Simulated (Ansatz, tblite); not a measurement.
Forces on `Sc1ccc(-c2ccc(-c3ccc(-c4ccc(S)[se]4)[se]3)[se]2)[se]1` at its PBE-D4/def2-SVP geometry. The state is a singlet with charge 0.

The xTB rows come from tblite. Single mean-field runs in def2-TZVP are fitted with def2-universal-jkfit.

GFN1-xTB (tblite), largest force 1.12 eV/Å:

```xyz
32
positions Å, forces eV/Å
S     7.088   -5.662   -0.249    0.193    1.019   -0.432
C     5.973   -4.305   -0.353   -0.311    0.675   -0.112
C     6.188   -3.012   -0.803   -0.043   -0.646    0.210
C     5.053   -2.157   -0.741   -0.489    0.016    0.138
C     3.882   -2.715   -0.240    0.369   -0.215   -0.046
C     2.590   -2.117   -0.054   -0.348    0.215    0.031
C     1.431   -2.676    0.482    0.417    0.073   -0.149
C     0.297   -1.829    0.534   -0.048    0.425   -0.126
C     0.474   -0.536    0.043    0.301   -0.264   -0.003
C    -0.472    0.538   -0.037   -0.301    0.264    0.002
C    -0.297    1.831   -0.532    0.048   -0.425    0.125
C    -1.430    2.676   -0.481   -0.418   -0.073    0.148
C    -2.589    2.118    0.058    0.348   -0.215   -0.031
C    -3.881    2.716    0.242   -0.368    0.216    0.046
C    -5.053    2.156    0.741    0.488   -0.017   -0.141
C    -6.190    3.010    0.797    0.043    0.647   -0.210
C    -5.975    4.303    0.346    0.310   -0.676    0.113
S    -7.093    5.657    0.235   -0.184   -1.008    0.460
Se   -4.188    4.540   -0.215   -0.381   -0.387    0.193
Se   -2.257    0.322    0.577    0.285    0.389   -0.231
Se    2.260   -0.319   -0.567   -0.286   -0.391    0.227
Se    4.188   -4.540    0.216    0.381    0.385   -0.200
H     8.137   -5.008   -0.823   -0.537   -0.419    0.337
H     7.166   -2.675   -1.177   -0.531   -0.127    0.183
H     5.096   -1.106   -1.067    0.027   -0.565    0.160
H     1.405   -3.715    0.845   -0.025    0.552   -0.187
H    -0.670   -2.166    0.937    0.526    0.137   -0.202
H     0.670    2.166   -0.938   -0.526   -0.136    0.204
H    -1.406    3.714   -0.848    0.026   -0.551    0.189
H    -5.095    1.105    1.067   -0.028    0.565   -0.161
H    -7.169    2.671    1.167    0.533    0.128   -0.178
H    -8.132    5.014    0.839    0.529    0.410   -0.360
```

GFN2-xTB (tblite), largest force 0.96 eV/Å:

```
S 0.340 0.571 -0.316
C -0.274 0.903 -0.196
C -0.027 -0.355 0.121
C -0.198 -0.125 0.098
C 0.297 0.117 -0.123
C -0.277 -0.120 0.125
C 0.170 0.196 -0.117
C 0.134 0.218 -0.110
C -0.057 -0.289 0.112
C 0.056 0.289 -0.113
C -0.134 -0.219 0.109
C -0.170 -0.196 0.116
C 0.276 0.120 -0.125
C -0.297 -0.117 0.122
C 0.197 0.123 -0.101
C 0.027 0.355 -0.122
C 0.274 -0.902 0.198
S -0.334 -0.563 0.334
Se -0.129 -0.108 0.045
Se 0.106 0.147 -0.093
Se -0.107 -0.148 0.090
Se 0.128 0.107 -0.050
H -0.426 -0.273 0.245
H -0.656 -0.206 0.241
H -0.044 -0.635 0.199
H 0.063 0.604 -0.232
H 0.553 0.237 -0.243
H -0.552 -0.236 0.246
H -0.062 -0.603 0.236
H 0.043 0.635 -0.199
H 0.657 0.208 -0.236
H 0.420 0.267 -0.262
```

r2SCAN-D4/def2-TZVP (Ansatz), largest force 0.60 eV/Å:

```
S 0.094 0.552 -0.222
C 0.094 0.388 -0.144
C -0.051 -0.269 0.099
C -0.222 -0.090 0.092
C 0.187 0.258 -0.135
C -0.180 -0.261 0.141
C 0.194 0.109 -0.094
C 0.046 0.216 -0.086
C -0.202 -0.237 0.140
C 0.202 0.236 -0.141
C -0.045 -0.216 0.086
C -0.194 -0.109 0.094
C 0.179 0.260 -0.142
C -0.186 -0.257 0.134
C 0.221 0.089 -0.092
C 0.051 0.269 -0.100
C -0.095 -0.388 0.145
S -0.090 -0.548 0.234
Se -0.263 -0.295 0.155
Se 0.198 0.280 -0.158
Se -0.199 -0.281 0.156
Se 0.263 0.295 -0.157
H -0.353 -0.222 0.193
H -0.487 -0.188 0.194
H -0.026 -0.524 0.164
H 0.020 0.515 -0.184
H 0.479 0.173 -0.201
H -0.479 -0.172 0.202
H -0.019 -0.514 0.186
H 0.026 0.524 -0.164
H 0.488 0.188 -0.191
H 0.349 0.218 -0.203
```
